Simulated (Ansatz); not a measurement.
One change: `[AlH2][O]P` becomes `PO[AsH2]`.

Ansatz, PBE0-D4/def2-TZVP geometries, multiplicity 1. Each molecule was computed in one conformer, which needn't be the lowest.

Scalar relativity is left out up to krypton.

| property | `[AlH2][O]P` |
| --- | --- |
| HOMO energy (B3LYP/def2-TZVPP) / eV | -6.73 |
| LUMO energy (ωB97M-V/def2-TZVPP) / eV | 0.36 |
| LUMO energy (PBE/def2-TZVPP) / eV | -2.01 |
| size of the dipole moment (ωB97M-V/def2-TZVPP) / D | 0.82 |
| size of the dipole moment (B3LYP/def2-TZVPP) / D | 0.83 |
| LUMO energy (B3LYP/def2-TZVPP) / eV | -1.45 |

(1) What does the change do to each property? (An estimate is asked.)

## Answers

(1) Ansatz gave: 
| property | `PO[AsH2]` | shift |
| --- | --- | --- |
| HOMO energy (B3LYP/def2-TZVPP) / eV | -6.85 | -0.12 |
| LUMO energy (ωB97M-V/def2-TZVPP) / eV | 0.93 | 0.57 |
| LUMO energy (PBE/def2-TZVPP) / eV | -1.97 | 0.04 |
| size of the dipole moment (ωB97M-V/def2-TZVPP) / D | 0.80 | -0.02 |
| size of the dipole moment (B3LYP/def2-TZVPP) / D | 0.75 | -0.08 |
| LUMO energy (B3LYP/def2-TZVPP) / eV | -1.26 | 0.19 |

With PBE0 the HOMO falls by 0.14 eV and the LUMO rises by 0.20 eV, so the gap widens by about 0.34 eV. PBE moves the HOMO by -0.09 eV and ωB97M-V by -0.13 eV. Dipoles are sizes alone; their direction can turn.

B3LYP here is the variant with VWN-RPA as its local correlation; programs differ in this.
